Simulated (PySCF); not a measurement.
**Energy profile**

The step: BH₃S ([BH2][SH]) + H₂ → BH₃ + H₂S (still joined by a long B–S bond); bonds formed: B1–H6, S2–H5; bonds broken: H5–H6; bonds weakened to dative contacts: B1–S2 (atoms numbered as in the saddle structure below).

```xyz
7
angstrom
B -0.1787 -0.6083 -0.2191
S 0.9765 1.0813 -0.1995
H -1.2030 -0.3807 -0.7820
H 0.5834 -1.4651 -0.5481
H 0.2575 0.1721 0.8577
H -0.4126 -0.7745 1.0146
H -0.0232 1.9750 -0.1237
```

Electronic energies by CCSD(T) at an estimated basis limit (MP2 extrapolated from triple and quadruple zeta, plus CCSD(T) − MP2 in triple zeta), on PBE0-D4/def2-TZVP structures; BH$_{5}$S, singlet; no counterpoise correction. Program: PySCF 2.14 with density fitting (its default auxiliary sets; JK sets also for MP2 and CCSD(T)). Basis: def2-TZVPP and def2-QZVPP. Cores are frozen in the correlated methods. Extrapolation: Hartree–Fock as exp(−7.88 √X), correlation as X^−2.97.

Q: Give the profile in eV, counted from the separated reactants. (Judge from chemistry; the value comes from the calculation.)

A: By the calculation:
| point | eV |
| --- | --- |
| separated: BH$_{3}$S (linked as [BH2][SH]; B1, S2, H3, H4, H7; singlet) + H$_{2}$ (H5, H6; singlet) | 0.000 |
| start structure | -0.018 |
| saddle | 1.045 |
| end structure | 0.251 |
| separated: BH$_{3}$ (B1, H3, H4, H6; singlet) + H$_{2}$S (S2, H5, H7; singlet) | 0.891 |

The T1 diagnostic stays at or below 0.015.

For scale, one of the runs: CCSD(T)/def2-TZVPP, 143 basis functions, launched by `OMP_NUM_THREADS=4 python run.py`. Time: 27 s of wall clock on 4 CPU threads of an Intel Xeon 6975P-C; the host was shared. Peak host memory: 0.7 GiB.
